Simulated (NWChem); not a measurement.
System: CH$_{3}$AlFIO; SMILES C[O][Al]([F])[I]

Input file for NWChem:

```
start job
memory heap 200 mb stack 900 mb global 1100 mb
geometry units angstroms
  Al     0.930054    -0.154991    -0.909363
  F      2.245941     0.791658    -1.190360
  I     -0.665943     0.418397     0.915590
  O      0.668168    -1.477274    -1.832408
  C      0.416136    -2.621521    -2.601496
  H      0.107848    -2.327049    -3.606103
  H      1.321758    -3.226949    -2.667007
  H     -0.378768    -3.209467    -2.138342
end
basis spherical
  * library def2-svp
end
ecp
  I library def2-ecp
end
dft
  xc pbe0
  iterations 150
end
driver
  maxiter 120
end
task dft optimize
```

Parts of the log:

```
             Northwest Computational Chemistry Package (NWChem) 7.3.0
             --------------------------------------------------------

 C1  symmetry detected

                             Geometry "geometry" -> ""
                             -------------------------

 Output coordinates in angstroms (scale by  1.889725989 to convert to a.u.)

  No.       Tag          Charge          X              Y              Z
 ---- ---------------- ---------- -------------- -------------- --------------
    1 Al                  13.0000     0.56110319    -1.01651863    -0.00027837
    2 F                    9.0000     2.15683812    -1.41688299     0.00053867
    3 I                   53.0000    -0.13613297     1.37519525     0.00002681
    4 O                    8.0000    -0.57201701    -2.19340584    -0.00222529
    5 C                    6.0000    -1.57009769    -3.17734616     0.00152878
    6 H                    1.0000    -1.59717403    -3.67534447    -0.96916943
    7 H                    1.0000    -1.35628738    -3.91457067     0.77726787
    8 H                    1.0000    -2.54065345    -2.71742033     0.19788108

 Effective nuclear repulsion energy (a.u.)     478.3090719190

                                Z-matrix (autoz)
                                --------

 Units are Angstrom for bonds and degrees for angles

[...]

      ----------------------
      Optimization converged
      ----------------------

  Step       Energy      Delta E   Gmax     Grms     Xrms     Xmax
  ---- ---------------- -------- -------- -------- -------- --------
@   23    -754.71601275 -9.6D-08  0.00006  0.00002  0.00055  0.00141
                                     ok       ok       ok       ok

                                Z-matrix (autoz)
                                --------

 Units are Angstrom for bonds and degrees for angles

      Type          Name      I     J     K     L     M      Value     Gradient
      ----------- --------  ----- ----- ----- ----- ----- ---------- ----------
    1 Stretch                  1     2                       1.65356   -0.00005
    2 Stretch                  1     3                       2.44785    0.00001
    3 Stretch                  1     4                       1.67295    0.00004
    4 Stretch                  4     5                       1.39063    0.00006
    5 Stretch                  5     6                       1.10340    0.00003
    6 Stretch                  5     7                       1.10328   -0.00001
    7 Stretch                  5     8                       1.10520    0.00001
    8 Bend                     1     5     6               119.30946    0.00000
    9 Bend                     1     5     7               119.83715   -0.00000
   10 Bend                     1     5     8                92.08621    0.00001
   11 Bend                     2     1     3               119.06701   -0.00001
   12 Bend                     2     1     4               118.21933    0.00001
   13 Bend                     3     1     4               122.71362   -0.00000
   14 Bend                     4     5     6               110.32599    0.00000
   15 Bend                     4     5     7               110.28373    0.00000
   16 Bend                     4     5     8               112.76157    0.00000
   17 Bend                     5     1     2               135.28722    0.00001
   18 Bend                     5     1     3               105.64530    0.00000
   19 Bend                     6     5     7               107.55581   -0.00000
   20 Bend                     6     5     8               107.86385    0.00000
   21 Bend                     7     5     8               107.86727   -0.00001
   22 Torsion                  2     1     5     6         -69.61785    0.00000
   23 Torsion                  2     1     5     7          66.50039   -0.00001
   24 Torsion                  2     1     5     8         178.51396   -0.00001
   25 Torsion                  1     2     4     5          -2.68500   -0.00001
   26 Torsion                  3     1     5     6         110.64670    0.00001
   27 Torsion                  3     1     5     7        -113.23506   -0.00000
   28 Torsion                  3     1     5     8          -1.22149   -0.00000
   29 Torsion                  1     3     4     5         179.69796    0.00000
   30 Torsion                  3     2     1     4        -179.93343    0.00000
   31 Torsion                  2     3     1     4         179.93029   -0.00000
   32 Torsion                  1     4     6     5        -104.32238   -0.00001
   33 Torsion                  1     4     7     5         103.17127   -0.00001
   34 Torsion                  1     4     8     5         179.41565   -0.00000

                         Geometry "geometry" -> "geometry"
                         ---------------------------------

 Output coordinates in angstroms (scale by  1.889725989 to convert to a.u.)

[...]
```

Level: PBE0/def2-SVP with def2 effective core potentials on I. Not confirmed as a minimum by frequencies. def2 effective core potentials on I; no spin-orbit coupling.
